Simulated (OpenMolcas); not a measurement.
N+, P+, As+, Sb+, Bi+: ns² np² down the group

```
Program             : OpenMolcas 26.06
Method              : SS-RASPT2, IPEA 0.25 Eh, imaginary shift 0.1 Eh
Basis               : ANO-RCC-VTZP
Scalar Hamiltonian  : DKH2, point nucleus
Spin-orbit coupling : state interaction with AMFI integrals over the reference wave functions, term energies averaged over their components
```

Active space for each ion: 4 electrons in 9 orbitals (RAS2 s p; RAS3 d, at most 2 electrons); closed shells correlated by CASPT2: N+ 1s; P+ 2s 2p; As+ 3d; Sb+ 4d; Bi+ 5d.

Computed levels in cm-1 above ³P₀:

```json
{"Level": "³P₁", "N+": "43.6", "P+": "144", "As+": "951", "Sb+": "2580", "Bi+": "11250"}
{"Level": "³P₂", "N+": "130", "P+": "415", "As+": "2320", "Sb+": "5050", "Bi+": "15150"}
{"Level": "¹D₂", "N+": "15910", "P+": "9240", "As+": "10140", "Sb+": "12420", "Bi+": "29720"}
{"Level": "¹S₀", "N+": "33440", "P+": "22120", "As+": "22940", "Sb+": "23920", "Bi+": "40610"}
{"Level": "weight of ³P in the lowest level (%)", "N+": "100", "P+": "100", "As+": "99", "Sb+": "96", "Bi+": "85"}
```

Mixed levels, with the weight of the term that names them: Bi+ ³P₂ (56 %), Bi+ ¹D₂ (56 %).

Measured, with the error of the calculation in %. Measured levels: N+, P+, As+, Sb+ from NIST Handbook of Basic Atomic Spectroscopic Data.

```
Level            N+            P+           As+           Sb+
  ³P₁  48.7 (-10.4)   165 (-12.6)  1063 (-10.5)  3055 (-15.7)
  ³P₂    131 (-0.9)   469 (-11.6)   2541 (-8.7)  5658 (-10.8)
  ¹D₂  15316 (+3.8)   8882 (+4.0)  10096 (+0.5)  12790 (-2.9)
  ¹S₀  32689 (+2.3)  21576 (+2.5)  22599 (+1.5)     23906 (0)
```

The fine-structure level ³P₂ changes by a factor of 117 from N+ to Bi+.

Without spin-orbit coupling ¹D lies 15820, 8950, 8300, 7390, 6920 cm-1 above ³P in that order; the difference to the level ¹D₂, of either sign, comes from spin-orbit coupling, which also lowers the zero.

Term energies are means over components that CASPT2 splits; among the terms shown or strongly mixed into the levels shown the widest spread is 21 cm-1 (3s² 3p² ¹D, P+). Active for correlation alone: 3d; no level in the range computed is led by a configuration that fills it, so any true level of that kind is missing (holds for N+). The run also gave levels led by 3s 3p² 3d, 3s² 3p 3d, which use shells meant for correlation; these and all levels above them are left out (holds for P+). The run also gave levels led by 4s 4p² 4d, 4s² 4p 4d, which use shells meant for correlation; these and all levels above them are left out (holds for As+). The run also gave levels led by 5s² 5p 5d, which use shells meant for correlation; these and all levels above them are left out (holds for Sb+). Some terms miss by over 15 % even with CASPT2, which points to a basis or an active space too small for the shells correlated (holds for Sb+). The run also gave levels led by 6s² 6p 6d, which use shells meant for correlation; these and all levels above them are left out (holds for Bi+). Measured partners are found by configuration, term and J. A level has none where our copy of the source lacks it or the pairing is in doubt (some pairs that miss far off the trend of their configuration count as doubtful), and it then counts in no deviation. Levels of configurations outside the active space are missing.
